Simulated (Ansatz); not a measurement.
Program: Ansatz. Geometries: PBE0-D4/def2-TZVP. ΔE: electronic, gas phase. CBS: MP2 limit from def2 TZ/QZ plus the TZ coupled-cluster correction, frozen cores. This one scheme is used for every species. DFT in def2-TZVPP. B3LYP here is the variant with VWN-RPA as its local correlation; programs differ in this. HSE06 is defined as in plane-wave codes. One conformer a species, not always the lowest.

Consider the hydrogenolysis of a B–Cl bond: `C=C(O)BCl` + H₂ → `BC(=C)O` + HCl.

| level | ΔE (kJ/mol) | difference from CCSD(T)/CBS |
| --- | --- | --- |
| LDA (SPW92) | 84.5 | 8.8 |
| PBE-D4 | 82.6 | 6.9 |
| revPBE-D4 | 85.3 | 9.6 |
| BLYP-D4 | 79.7 | 4.0 |
| r2SCAN-D4 | 83.9 | 8.2 |
| B97M-V | 78.9 | 3.2 |
| PBE0-D4 | 78.5 | 2.8 |
| B3LYP-D4 | 76.2 | 0.5 |
| r2SCAN0-D4 | 80.3 | 4.6 |
| HSE06-D4 | 78.5 | 2.8 |
| BHLYP-D4 | 72.1 | -3.6 |
| CAM-B3LYP-D4 | 72.9 | -2.8 |
| ωB97X-V | 75.2 | -0.5 |
| ωB97M-V | 76.9 | 1.2 |
| B2PLYP | 74.5 | -1.2 |
| PBE-QIDH | 78.2 | 2.5 |
| PBE | 78.3 | 2.6 |
| revPBE | 75.3 | -0.4 |
| BLYP | 70.7 | -5.0 |
| r2SCAN | 82.8 | 7.1 |
| PBE0 | 74.7 | -1.0 |
| B3LYP | 69.2 | -6.5 |
| r2SCANh | 81.2 | 5.5 |
| r2SCAN0 | 78.9 | 3.2 |
| HSE06 | 75.0 | -0.7 |
| CAM-B3LYP | 68.9 | -6.8 |
| LC-ωPBE | 72.0 | -3.7 |
| RPA@PBE/def2-TZVPP | 70.5 | -5.2 |
| HF/def2-SVP | 63.6 | -12.1 |
| MP2/def2-SVP | 91.2 | 15.5 |
| HF/def2-TZVPP | 57.1 | -18.6 |
| MP2/def2-TZVPP | 84.2 | 8.5 |
| SCS-MP2/def2-TZVPP | 76.5 | 0.8 |
| CCSD/def2-TZVPP | 70.0 | -5.7 |
| CCSD(T)/def2-TZVPP | 75.0 | -0.7 |
| MP2/def2-QZVPP | 84.2 | 8.5 |
| SCS-MP2/def2-QZVPP | 76.6 | 0.9 |
| HF/CBS(def2) | 56.0 | -19.7 |
| MP2/CBS(def2) | 84.9 | 9.2 |
| CCSD/CBS(def2) | 70.8 | -4.9 |
| CCSD(T)/CBS | 75.7 | 0 |

Question: What do rigid-rotor, harmonic-oscillator terms from PBE0-D4/def2-TZVP frequencies (298.15 K, 1 bar) make of the CCSD(T)/CBS value? (An estimate is asked.)

Answer: Computed: ΔZPE = +8.4 kJ/mol, ΔH = +82.1 kJ/mol, ΔS = 25 J/(mol·K), ΔG = +74.7 kJ/mol.

Largest T1 diagnostic among the species: 0.013.

From BLYP to BHLYP (50 % exact exchange), in def2-TZVPP and without D4, ΔE moves by −4.5 kJ/mol. Leaving LDA and LC-ωPBE aside and taking each functional with its dispersion term where it has one, the values spread over 13.3 kJ/mol, from BHLYP-D4 to revPBE-D4. LDA lies +6.2 kJ/mol from PBE without D4.
